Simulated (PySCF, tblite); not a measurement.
Compound: C7H12O4.
SMILES with atom numbers: `[CH3:1][CH2:2][CH2:3][CH2:4][O:5][C:6](=[O:7])[C:8](=[O:9])[O:10][CH3:11]` (hydrogens: H12, H13, H14 on C1; H15, H16 on C2; H17, H18 on C3; H19, H20 on C4; H21, H22, H23 on C11)

Geometry (GFN2-xTB, Å), atoms numbered from 1 in this order:
```
atom  x, y, z in Å
C1    -3.1687   -0.2937    1.5154
C2    -2.0585   -0.2976    0.4722
C3    -2.0282    1.0132   -0.3115
C4    -0.9472    1.0263   -1.3883
O5     0.3560    1.0110   -0.7965
C6     1.0715   -0.0927   -0.8933
O7     0.7536   -1.1068   -1.4547
C8     2.4323    0.1027   -0.1926
O9     2.8818    1.1709    0.1232
O10    3.0259   -1.0653   -0.0058
C11    4.3126   -1.0292    0.6021
H12   -3.1797   -1.2319    2.0642
H13   -4.1385   -0.1626    1.0405
H14   -3.0225    0.5175    2.2253
H15   -2.2064   -1.1299   -0.2193
H16   -1.0976   -0.4472    0.9697
H17   -2.9909    1.1701   -0.8014
H18   -1.8528    1.8455    0.3725
H19   -0.9980    1.9489   -1.9721
H20   -1.0455    0.1586   -2.0484
H21    4.6377   -2.0628    0.6832
H22    5.0050   -0.4547   -0.0166
H23    4.2533   -0.5636    1.5881
```

Computed, not measured: PBE0/pcSseg-1 in PySCF (dipole) on a GFN2-xTB geometry, gas phase.

Take the most abundant isotopes and a rigid rotor. The values belong to one conformer with, in the numbering `[CH3:1][CH2:2][CH2:3][CH2:4][O:5][C:6](=[O:7])[C:8](=[O:9])[O:10][CH3:11]`, C1–C2–C3–C4 -179°, C2–C3–C4–O5 -67°, C3–C4–O5–C6 109°, C4–O5–C6–O7 1°, O5–C6–C8–O9 -15°.

Task: What are A, B and C (cm⁻¹)?

Result: Ia = 249.82, Ib = 995.66, Ic = 1056.93 u·Å²; 505379 MHz·u·Å²/I gives 2023, 507.6 and 478.2 MHz, that is A = 0.06748, B = 0.01693, C = 0.01595 cm⁻¹.

Task: Classify the top.

Result: A near-prolate asymmetric top; Ray's κ = -0.962.

Task: What does the inertial defect say?

Result: Not planar: Δ = Ic − Ia − Ib = -188.55 u·Å². For a rigid frame Δ = −2 Σ m c², so Σ m c² = 94.27 u·Å² lies off the ab plane: 9.46 from hydrogen and 84.82 from heavier atoms. The atom farthest from that plane is 1.66 Å away.

Task: Give the other two planar moments, Paa and Pbb, and the rms extents of the mass along the axes.

Result: Paa = Σ m a² = (Ib + Ic − Ia)/2 = 901.38 and Pbb = Σ m b² = (Ia + Ic − Ib)/2 = 155.54 u·Å². With the mass M = 160.07 u, the rms extents √(P/M) along a, b and c are 2.37, 0.99, 0.77 Å.

Task: Which types of transition are allowed, and where do some lines up to J = 4 fall?

Result: The dipole components are |μa| = 0.48 D, |μb| = 0.66 D, |μc| = 0.28 D. Intensities carry the squares of the components, which stand as 0.54 : 1.00 : 0.18 (a : b : c). Some lines, for components of 0.1 D or more:

| type | branch | J(Ka,Kc) | MHz | lower level (cm⁻¹) |
| --- | --- | --- | --- | --- |
| c | Q | 2(1,2) ← 2(0,2) | 1486 | 0.099 |
| c | Q | 1(1,1) ← 1(0,1) | 1515 | 0.033 |
| b | Q | 1(1,0) ← 1(0,1) | 1545 | 0.033 |
| a | R | 2(1,1) ← 1(1,0) | 2001 | 0.084 |
| c | R | 1(1,0) ← 0(0,0) | 2531 | 0.000 |
| b | R | 2(1,2) ← 1(0,1) | 3457 | 0.033 |
| c | R | 2(1,1) ← 1(0,1) | 3546 | 0.033 |
| a | R | 4(3,1) ← 3(3,0) | 3944 | 0.657 |
| a | R | 4(2,2) ← 3(2,1) | 3947 | 0.402 |
| b | Q | 3(2,1) ← 3(1,2) | 4505 | 0.251 |
| b | Q | 3(2,2) ← 3(1,3) | 4679 | 0.245 |
| b | R | 4(1,4) ← 3(0,3) | 5327 | 0.197 |
| c | R | 3(2,2) ← 2(1,2) | 7592 | 0.148 |
| b | Q | 3(3,1) ← 3(2,2) | 7651 | 0.401 |
| c | R | 4(2,2) ← 3(1,2) | 8451 | 0.251 |
| c | R | 4(2,3) ← 3(1,3) | 8622 | 0.245 |
| b | R | 4(2,2) ← 3(1,3) | 8628 | 0.245 |
| b | Q | 4(4,0) ← 4(3,1) | 10710 | 0.788 |
| c | R | 4(3,2) ← 3(2,2) | 11595 | 0.401 |

Task: Estimate the classical rotational partition function at 50 K, 100 K and 500 K.

Result: Point group C1, symmetry number σ = 1; q = (√π/σ)·√((kT/h)³/(ABC)), k/h = 20836.6 MHz/K: 85100 at 50 K, 241000 at 100 K, 2690000 at 500 K.

Its lowest GFN2-xTB frequency is 14i cm⁻¹, too small to tell a flat minimum from a shallow saddle. Zero-point vibration and centrifugal distortion are left out. A rigid rotor knows nothing of internal rotation, which can split or shift real lines.
